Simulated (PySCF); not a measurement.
**Nb⁻ (niobium, charge -1) across methods**

[Kr] 4d4 5s2, high-spin 5D determinant. Computed with PySCF 2.14 in aug-cc-pwCVTZ-PP with ECP28MDF (8s8p7d4f3g, 122 functions), with a scalar-relativistic core potential.

```tsv
method	E (hartree)	mean ε 5s α (eV)	mean ε 4d α (eV)	mean ε 5s β (eV)	Σ⟨r²⟩ (bohr²)	⟨S²⟩
r2SCAN	-56.6938	-0.328	0.751	0.898	100.9	6.186
PBE	-56.6786	0.074	1.177	1.034	96.68	6.061
PBEsol	-56.5732	0.029	1.181	1.037	95.83	6.069
PBE0	-56.6547	-0.419	0.082	0.660	97.15	6.081
LDA	-56.5343	-0.052	1.164	0.893	94.48	6.053
UHF	-56.14128	-2.483	-4.144	0.208	136.8	6.513
LC-wPBE	-56.6595	-2.048	-2.452	-0.495	98.56	6.125
```

Question: Estimate the same row for PW91.

Answer: E (hartree) = -56.7128; mean ε 5s α (eV) = 0.040; mean ε 4d α (eV) = 1.149; mean ε 5s β (eV) = 1.031; Σ⟨r²⟩ (bohr²) = 96.32; ⟨S²⟩ = 6.062.

Energies and moments cover only the electrons outside the core potential. ⟨S²⟩ = 6.13 against 6.00 shows spin contamination.

The highest occupied level is positive at r2SCAN, PBE, PBEsol, PBE0, LDA, UHF, PW91: only the finite basis holds that electron, at UHF too, so the state is unbound at these levels.
